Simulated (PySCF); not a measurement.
## Relaxation of sextet PtH5

Method: PySCF, UPBE0, basis Pt def2-TZVP with ECP60, H def2-TZVP (scalar-relativistic core potentials, no spin–orbit coupling, density fitting). A (50,194) grid was used.

A start displaced from a saddle point along its imaginary mode, of C2v symmetry, held to at least that symmetry:

```xyz
6
charge 0 multiplicity 6, angstrom
Pt    0.0000    0.0000    0.0097
H     0.0000    0.0000    1.6298
H     1.7645    0.0000   -0.8613
H     0.0000    1.5260   -0.8887
H    -1.7645    0.0000   -0.8613
H     0.0000   -1.5260   -0.8887
```

Optimiser trace:
```
step  E − E(last) (kJ/mol)  largest gradient (Eh/bohr)
   0                 12.50                     0.00307
   1                 11.60                     0.00290
   2                  9.32                     0.00363
   3                  5.93                     0.00630
   4                  1.94                     0.00732
   5                  0.45                     0.00257
   6                  0.09                     0.00090
   7                  0.04                     0.00069
   8                  0.00                     0.00023
   9                  0.00                     0.00026
```

It ends at C2v with Pt–H 1.629 Å, Pt–H 1.687 Å (×2); H–Pt–H 113.2°, H–Pt–H 123.4° (×2) (after a last refinement on a finer grid). The molecule has come apart into PtH₃ + H + H. A frequency run shows 1 imaginary mode, down to 604i cm⁻¹, so it is a saddle point.

Final geometry:
Z-matrix (Å, degrees; charge 0 multiplicity 6):
```
Pt
H  1 1.6290
H  1 2.4302 2 97.01
H  1 1.6874 2 123.39 3 -90.00
H  1 2.4302 2 97.01 3 180.00
H  1 1.6874 2 123.39 3 90.00
```

With open d or f shells other occupations or spin states may lie lower. At this level a doublet minimum of Cs symmetry lies 767 kJ/mol below this structure. No spin–orbit coupling is included, which matters more the heavier the element.

The relaxation took roughly 40 core-seconds on a shared host.
